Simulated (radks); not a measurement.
Results of a calculation; reference values are marked as such.
Q: Species: W2+. Configuration: [Xe] 4f14 5d4. Level of theory: scalar-relativistic Kohn-Sham, BLYP, spin-polarised, spherical densities, finite nucleus; open shells are filled with parallel spins first (spin-orbit coupling, left out, can overturn this in heavy ions); Fermi nuclear charge, rms radius 5.3658 fm (a radial shooting solver on a logarithmic mesh with Libxc functionals). Some entries of the table are withheld. Estimate them.

| orbital | occ. | eigenvalue (Ry) | r(max) (bohr) | <1/r> (bohr^-1) |
|---|---|---|---|---|
| 1s down | 1 | -5107.646 | 0.01146 | 87.05 |
| 1s up | 1 | -5107.646 | 0.01146 | 87.05 |
| 2s up | 1 | -882.5920 | 0.06568 | 20.36 |
| 2s down | 1 | -882.5787 | 0.06568 | 20.36 |
| 2p up | 3 | -772.2340 | 0.05388 | 18.45 |
| 2p down | 3 | -772.2234 | 0.05388 | 18.45 |
| 3s up | 1 | -204.1393 | 0.1853 | 7.538 |
| 3s down | 1 | -204.1358 | 0.1853 | 7.538 |
| 3p up | 3 | -171.4456 | 0.1834 | 6.961 |
| 3p down | 3 | -171.4415 | 0.1834 | 6.961 |
| 3d up | 5 | -133.7805 | 0.1493 | 6.577 |
| 3d down | 5 | -133.7719 | 0.1493 | 6.577 |
| 4s up | 1 | -43.01416 | 0.4206 | 3.204 |
| 4s down | 1 | -43.00225 | 0.4206 | 3.204 |
| 4p up | 3 | -32.28558 | 0.4411 | 2.911 |
| 4p down | 3 | -32.27450 | 0.4411 | 2.911 |
| 4d up | 5 | -18.67508 | 0.4521 | 2.589 |
| 4d down | 5 | -18.66196 | 0.4521 | 2.590 |
| 5s up | 1 | -7.01715 | 0.9639 | 1.248 |
| 5s down | 1 | -6.90095 | 0.9599 | 1.258 |
| 5p up | 3 | -4.39878 | 1.095 | 1.048 |
| 5p down | 3 | -4.24785 | 1.087 | 1.057 |
| 4f up | 7 | -3.60247 | (1) | 2.080 |
| 4f down | 7 | -3.57452 | (2) | 2.089 |
| 5d up | 4 | (3) | 1.482 | 0.6898 |
| 5d down | 0 | (4) | 1.476 | 0.6788 |

A: 
(1) 4f up r(max) (bohr): 0.4285
(2) 4f down r(max) (bohr): 0.4283
(3) 5d up eigenvalue (Ry): -1.52012
(4) 5d down eigenvalue (Ry): -1.35108
